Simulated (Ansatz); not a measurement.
Basis-set extrapolation for C$_{5}$H$_{8}$OS, SMILES `O=C1CCSCC1` (PBE0-D4/def2-TZVP geometry, frozen core, the Gaussian-basis code of Ansatz). Multiplicity 1, RHF reference.

|  | def2-TZVPP | def2-QZVPP |
| --- | --- | --- |
| HF | -666.505234 | -666.528515 |
| MP2 correlation | -1.233521 | -1.320326 |
| CCSD(T) correlation | -1.342653 | not run |

Energies in hartree. Use E(X) = E(∞) + A·exp(−7.88·√X) for Hartree–Fock and E(X) = E(∞) + B·X^(−2.97) for correlation, with X = 3 and 4, and add CCSD(T) minus MP2 of the smaller set to the MP2 limit.

Problem. What is the CCSD(T) energy at the basis-set limit?

Solution. HF limit: -666.528515 + (-0.023281) × 0.13774 = -666.53172. MP2 limit: -1.320326 + (-0.086805) × 0.74074 = -1.38463. Higher-order term: -1.342653 − (-1.233521) = -0.10913. Total: -668.02548 hartree, 4.83 eV below CCSD(T)/def2-TZVPP.
